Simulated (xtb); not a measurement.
H₃ClSi, triplet, at the geometry of the source list (a higher spin typed on purpose: for a closed-shell molecule this is an excited state); xtb with GFN1-xTB.

Input for xtb:
```
$ xtb mol.xyz --gfn 1 --uhf 2 --opt --json

# file mol.xyz
5

Si    -0.12910000    -0.00570000    -0.00460000
Cl     1.87810000     0.08360000     0.06760000
H     -0.50430000    -0.99840000    -1.00530000
H     -0.63000000     1.31380000    -0.37260000
H     -0.61480000    -0.39330000     1.31500000
```

Task: Write the output that xtb gives for this input, abridged.

Result: 
```
   ID    Z sym.   atoms
    1   14 Si     1
    2   17 Cl     2
    3    1 H      3-5

           -------------------------------------------------
          |                Calculation Setup                |
           -------------------------------------------------

           -------------------------------------------------
          |                 G F N 1 - x T B                 |
           -------------------------------------------------

          ...................................................
          :                      SETUP                      :
          :.................................................:
          :  # basis functions                  26          :
          :  # atomic orbitals                  24          :
          :  # shells                           12          :
          :  # electrons                        14          :
          :  # halogen bonds                     0          :
          :  max. iterations                   250          :
          :  Hamiltonian                  GFN1-xTB          :
          :  restarted?                      false          :
          :  GBSA solvation                  false          :
          :  PC potential                    false          :
          :  electronic temp.          300.0000000     K    :
          :  accuracy                    1.0000000          :
          :  -> integral cutoff          0.2500000E+02      :
          :  -> integral neglect         0.1000000E-07      :
          :  -> SCF convergence          0.1000000E-05 Eh   :
          :  -> wf. convergence          0.2000000E-04 e    :
          :  Broyden damping             0.4000000          :
          :  net charge                          0          :
          :  unpaired electrons                  2          :
          ...................................................

 iter      E             dE          RMSdq      gap      omega  full diag
   1     -7.5159977 -0.751600E+01  0.652E+00    0.63       0.0  T
   2     -7.5585409 -0.425432E-01  0.350E+00    0.89       1.0  T
   3     -7.5706665 -0.121256E-01  0.217E+00    0.74       1.0  T
   4     -7.5732942 -0.262770E-02  0.109E-01    0.78       1.0  T
   5     -7.5733083 -0.141046E-04  0.388E-02    0.78       1.2  T
   6     -7.5733065  0.185186E-05  0.308E-02    0.78       1.5  T
   7     -7.5733103 -0.383862E-05  0.940E-03    0.78       4.8  T
   8     -7.5733104 -0.714900E-07  0.143E-03    0.78      31.4  T
   9     -7.5733104 -0.188655E-08  0.554E-04    0.78      80.8  T
  10     -7.5733104 -0.223363E-09  0.290E-04    0.78     154.3  T
  11     -7.5733104 -0.677653E-10  0.351E-05    0.78    1274.8  T
  12     -7.5733104 -0.208189E-11  0.142E-05    0.78    3144.5  T

   *** convergence criteria satisfied after 12 iterations ***

 transition dipole moment (au) for excitation:           7           8
     X       Y       Z
  -0.0108   0.1122   0.1637  total (au/Debye):    0.199   0.505
 dE (eV)             :    7.610
 oscillator strength :  0.10418E-01

         :::::::::::::::::::::::::::::::::::::::::::::::::::::
         ::                     SUMMARY                     ::
         :::::::::::::::::::::::::::::::::::::::::::::::::::::
         :: total energy              -7.532461784919 Eh    ::
         :: gradient norm              0.090067258970 Eh/a0 ::
         :: HOMO-LUMO gap              0.775580901668 eV    ::
         ::.................................................::
         :: SCC energy                -7.573310374635 Eh    ::
         :: -> electrostatic           0.000124261501 Eh    ::
         :: repulsion energy           0.041982324912 Eh    ::
         :: dispersion energy         -0.001133735196 Eh    ::
         :: halogen bond corr.         0.000000000000 Eh    ::
         :: add. restraining           0.000000000000 Eh    ::
         :: total charge               0.000000000000 e     ::
         :::::::::::::::::::::::::::::::::::::::::::::::::::::

      -----------------------------------------------------------
     |                   =====================                   |
     |                        A N C O P T                        |
     |                   =====================                   |
     |               Approximate Normal Coordinate               |
     |                Rational Function Optimizer                |
      -----------------------------------------------------------
      -----------------------------------------------------------
     |                   =====================                   |
     |                        A N C O P T                        |
     |                   =====================                   |
     |               Approximate Normal Coordinate               |
     |                Rational Function Optimizer                |
      -----------------------------------------------------------

          ...................................................
          :                      SETUP                      :
          :.................................................:
          :   optimization level            normal          :
          :   max. optcycles                   200          :
          :   ANC micro-cycles                  20          :
          :   degrees of freedom                 9          :
          :.................................................:
          :   RF solver                   davidson          :
          :   write xtbopt.log                true          :
          :   linear?                        false          :
          :   energy convergence         0.5000000E-05 Eh   :
          :   grad. convergence          0.1000000E-02 Eh/α :
          :   maxmium RF displ.          1.0000000          :
          :   Hlow (freq-cutoff)         0.1000000E-01      :
          :   Hmax (freq-cutoff)         5.0000000          :
          :   S6 in model hess.         20.0000000          :
[...]
 * total energy  :    -7.5756785 Eh     change       -0.1068980E-03 Eh
 * total energy  :    -7.5757364 Eh     change       -0.5794744E-04 Eh
 * total energy  :    -7.5761678 Eh     change       -0.4313717E-03 Eh
 * total energy  :    -7.5779683 Eh     change       -0.1800469E-02 Eh
 * total energy  :    -7.5787239 Eh     change       -0.7555889E-03 Eh
 * total energy  :    -7.5788276 Eh     change       -0.1037309E-03 Eh
 * total energy  :    -7.5792182 Eh     change       -0.3906078E-03 Eh
 * total energy  :    -7.5792662 Eh     change       -0.4803664E-04 Eh
 * total energy  :    -7.5794075 Eh     change       -0.1412485E-03 Eh
 * total energy  :    -7.5794809 Eh     change       -0.7345201E-04 Eh
 * total energy  :    -7.5794956 Eh     change       -0.1463308E-04 Eh
 * total energy  :    -7.5795018 Eh     change       -0.6229554E-05 Eh
 * total energy  :    -7.5795021 Eh     change       -0.2735056E-06 Eh
   *** GEOMETRY OPTIMIZATION CONVERGED AFTER 21 ITERATIONS ***
[...]
          :  Hamiltonian                  GFN1-xTB          :
          :  restarted?                      false          :
          :  GBSA solvation                  false          :
          :  PC potential                    false          :
          :  electronic temp.          300.0000000     K    :
          :  accuracy                    1.0000000          :
          :  -> integral cutoff          0.2500000E+02      :
          :  -> integral neglect         0.1000000E-07      :
          :  -> SCF convergence          0.1000000E-05 Eh   :
          :  -> wf. convergence          0.2000000E-04 e    :
          :  Broyden damping             0.4000000          :
          :  net charge                          0          :
          :  unpaired electrons                  2          :
          ...................................................

 iter      E             dE          RMSdq      gap      omega  full diag
   1     -7.6028389 -0.760284E+01  0.120E-07    2.99       0.0  T
   2     -7.6028389 -0.115463E-13  0.624E-08    2.99  100000.0  T
   3     -7.6028389  0.115463E-13  0.197E-08    2.99  100000.0  T

   *** convergence criteria satisfied after 3 iterations ***

 transition dipole moment (au) for excitation:           7           8
     X       Y       Z
   0.6954  -0.2092  -0.2199  total (au/Debye):    0.759   1.929
 dE (eV)             :    3.804
 oscillator strength :  0.75889E-01

         :::::::::::::::::::::::::::::::::::::::::::::::::::::
         ::                     SUMMARY                     ::
         :::::::::::::::::::::::::::::::::::::::::::::::::::::
         :: total energy              -7.579502066870 Eh    ::
         :: gradient norm              0.000111647656 Eh/a0 ::
         :: HOMO-LUMO gap              2.987353723968 eV    ::
         ::.................................................::
         :: SCC energy                -7.602838914181 Eh    ::
         :: -> electrostatic           0.001446840960 Eh    ::
         :: repulsion energy           0.024481455204 Eh    ::
         :: dispersion energy         -0.001144607893 Eh    ::
         :: halogen bond corr.         0.000000000000 Eh    ::
         :: add. restraining           0.000000000000 Eh    ::
         :: total charge               0.000000000000 e     ::
         :::::::::::::::::::::::::::::::::::::::::::::::::::::

           -------------------------------------------------
          |                Property Printout                |
           -------------------------------------------------

    * Orbital Energies and Occupations

         #    Occupation            Energy/Eh            Energy/eV
      -------------------------------------------------------------
         1        2.0000           -0.9105410             -24.7771
         2        2.0000           -0.6215263             -16.9126
         3        2.0000           -0.5096751             -13.8690
         4        2.0000           -0.4924836             -13.4012
         5        2.0000           -0.4762610             -12.9597
         6        2.0000           -0.4587378             -12.4829
         7        1.0000           -0.4329226             -11.7804
         8        1.0000           -0.2931124              -7.9760 (HOMO)
         9                         -0.1833291              -4.9886 (LUMO)
        10                         -0.1727835              -4.7017
        11                         -0.1091601              -2.9704
        12                         -0.0838548              -2.2818
        13                         -0.0832253              -2.2647
        14                         -0.0631089              -1.7173
        15                         -0.0600206              -1.6332
        16                         -0.0442887              -1.2052
        17                         -0.0434554              -1.1825
        18                         -0.0222245              -0.6048
        19                         -0.0138232              -0.3761
       ...                                ...                  ...
        24                          1.2768413              34.7446
      -------------------------------------------------------------
                  HL-Gap            0.1097832 Eh            2.9874 eV
             Fermi-level           -0.3420255 Eh           -9.3070 eV

  Mulliken/CM5 charges         n(s)   n(p)   n(d)
     1Si    0.11079 -0.14942   1.358  1.952  0.579
     2Cl   -0.06017 -0.05220   1.939  5.126 -0.005
     3H     0.05012  0.13036   0.950  0.000  0.000
     4H    -0.05026  0.03575   1.050  0.000  0.000
     5H    -0.05047  0.03551   1.050  0.000  0.000

Wiberg/Mayer (AO) data.
largest (>0.10) Wiberg bond orders for each atom

 ---------------------------------------------------------------------------
     #   Z sym  total        # sym  WBO       # sym  WBO       # sym  WBO
 ---------------------------------------------------------------------------
     1  14 Si   3.393 --     5 H    0.938     4 H    0.938     2 Cl   0.842
                             3 H    0.675
     2  17 Cl   1.179 --     1 Si   0.842     3 H    0.272
     3   1 H    0.951 --     1 Si   0.675     2 Cl   0.272
     4   1 H    1.009 --     1 Si   0.938
     5   1 H    1.009 --     1 Si   0.938
 ---------------------------------------------------------------------------

Topologies differ in total number of bonds
Writing topology from bond orders to xtbtopo.mol

 dipole moment from electron density (au)
     X       Y       Z
  -0.2082  -0.2521  -0.2528  total (Debye):    1.051

optimized geometry written to: xtbopt.xyz

           -------------------------------------------------
          | TOTAL ENERGY               -7.579502066870 Eh   |
          | GRADIENT NORM               0.000111647656 Eh/α |
          | HOMO-LUMO GAP               2.987353723968 eV   |
           -------------------------------------------------

normal termination of xtb
```
